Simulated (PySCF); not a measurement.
# A ladder of Hamiltonians for Ga²⁹⁺ (gallium, charge +29)

Occupied: 1s1/2. Hartree-Fock calculated with PySCF 2.14 in an uncontracted even-tempered set (19 s from 3.3 bohr⁻², ratio 2.3; 13 p from 4 bohr⁻², ratio 2.3), Gaussian nucleus throughout. NR is non-relativistic, sf-X2C the spin-free one-electron X2C Hamiltonian, X2C adds the bare one-electron spin-orbit term, X2C-SNSO screens it by Boettger's factors, DC is four-component Dirac-Coulomb, and the Gaunt and Breit terms are added at first order (total energies over the DC spinors, levels after relaxing the spinors in that mean field). QED terms are absent. Levels marked empty are virtual spinors of this ion.

| Hamiltonian | E (hartree) | E − E(DC) (hartree) | CPU seconds |
| --- | --- | --- | --- |
| NR | -941.7289 | 12.2443 | 0.34 |
| sf-X2C | -953.7813 | 0.1918 | 0.19 |
| X2C | -953.7813 | 0.1918 | 0.19 |
| X2C-SNSO | -953.7813 | 0.1918 | 0.19 |
| DC | -953.9731 | 0.0000 | 5 |
| DC+Gaunt | -953.5826 | 0.3905 | 9.6 |
| DC+Breit | -953.5826 | 0.3905 | 93 |

```
   level (eV)        NR    sf-X2C       X2C  X2C-SNSO        DC  DC+Gaunt  DC+Breit
        1s1/2  -12552.3  -12708.7  -12708.7  -12708.7  -12713.9  -12703.4  -12703.4
2s1/2 (empty)   -2939.8   -2985.6   -2985.6   -2985.6   -2986.1   -2985.0   -2985.1
2p1/2 (empty)   -2883.3   -2902.4   -2927.4   -2926.6   -2926.3   -2924.0   -2924.4
2p3/2 (empty)   -2883.3   -2902.4   -2890.4   -2890.8   -2891.2   -2890.0   -2890.3
3s1/2 (empty)   -1293.4   -1309.3   -1309.3   -1309.3   -1309.4   -1309.1   -1309.2
```

```csv
interval (eV),X2C,X2C-SNSO,DC,DC+Gaunt,DC+Breit
2p3/2 − 2p1/2,37.07,35.85,35.11,34.05,34.05
```

Weight of the small component: 1s1/2 0.0127, 2s1/2 0.00294, 2p1/2 0.00291, 2p3/2 0.00288, 3s1/2 0.00129.

Koopmans' value for the highest occupied level at DC+Breit: 12703.4 eV, against an ionisation energy of 12696.6 eV (theoretical estimate listed by NIST; NIST Atomic Spectra Database, ionization energies); the former lacks relaxation, correlation, QED and recoil.

The whole ladder took 110 s of wall time on 1 thread of Intel(R) Xeon(R) Platinum 8259CL CPU @ 2.50GHz (shared host), launched as `OMP_NUM_THREADS=1 python relrun2.py TASK.json OUT` (a driver that calls PySCF for each Hamiltonian).
